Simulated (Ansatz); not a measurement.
Isolated molecules relaxed with PBE0-D4/def2-TZVP in Ansatz; ΔE leaves out vibrations. CBS: MP2 limit from def2 TZ/QZ plus the TZ coupled-cluster correction, frozen cores. DFT in def2-TZVPP. B3LYP here is the variant with VWN-RPA as its local correlation; programs differ in this. Each species was taken in one conformer, which may not be the lowest.

Consider the ligand exchange at a B–C bond: `BC(F)OC#C` + `OCF` → `BOCF` + `C#COCF`.

```json
{"level": "PBE-D4", "ΔE (kJ/mol)": "-143.8", "difference from CCSD(T)/CBS": "4.5"}
{"level": "B3LYP-D4", "ΔE (kJ/mol)": "-149.6", "difference from CCSD(T)/CBS": "-1.3"}
{"level": "ωB97X-V", "ΔE (kJ/mol)": "-146.9", "difference from CCSD(T)/CBS": "1.4"}
{"level": "ωB97M-V", "ΔE (kJ/mol)": "-148.8", "difference from CCSD(T)/CBS": "-0.5"}
{"level": "PBE", "ΔE (kJ/mol)": "-144.8", "difference from CCSD(T)/CBS": "3.5"}
{"level": "PBE0", "ΔE (kJ/mol)": "-147.8", "difference from CCSD(T)/CBS": "0.5"}
{"level": "B3LYP", "ΔE (kJ/mol)": "-151.2", "difference from CCSD(T)/CBS": "-2.9"}
{"level": "HF/def2-TZVPP", "ΔE (kJ/mol)": "-156.1", "difference from CCSD(T)/CBS": "-7.8"}
{"level": "MP2/def2-TZVPP", "ΔE (kJ/mol)": "-153.1", "difference from CCSD(T)/CBS": "-4.8"}
{"level": "SCS-MP2/def2-TZVPP", "ΔE (kJ/mol)": "-152.9", "difference from CCSD(T)/CBS": "-4.6"}
{"level": "CCSD(T)/def2-TZVPP", "ΔE (kJ/mol)": "-151.0", "difference from CCSD(T)/CBS": "-2.7"}
{"level": "HF/def2-QZVPP", "ΔE (kJ/mol)": "-157.2", "difference from CCSD(T)/CBS": "-8.9"}
{"level": "MP2/def2-QZVPP", "ΔE (kJ/mol)": "-151.9", "difference from CCSD(T)/CBS": "-3.6"}
{"level": "SCS-MP2/def2-QZVPP", "ΔE (kJ/mol)": "-151.8", "difference from CCSD(T)/CBS": "-3.5"}
{"level": "HF/CBS(def2)", "ΔE (kJ/mol)": "-157.3", "difference from CCSD(T)/CBS": "-9.0"}
{"level": "MP2/CBS(def2)", "ΔE (kJ/mol)": "-150.4", "difference from CCSD(T)/CBS": "-2.1"}
{"level": "CCSD(T)/CBS", "ΔE (kJ/mol)": "-148.3", "difference from CCSD(T)/CBS": "0"}
```

Largest T1 diagnostic among the species: 0.013.

In def2-TZVPP, CCSD(T) changes the Hartree–Fock value by +5.1 kJ/mol (the triples alone add −0.1 kJ/mol) and MP2 by +3.0 kJ/mol.
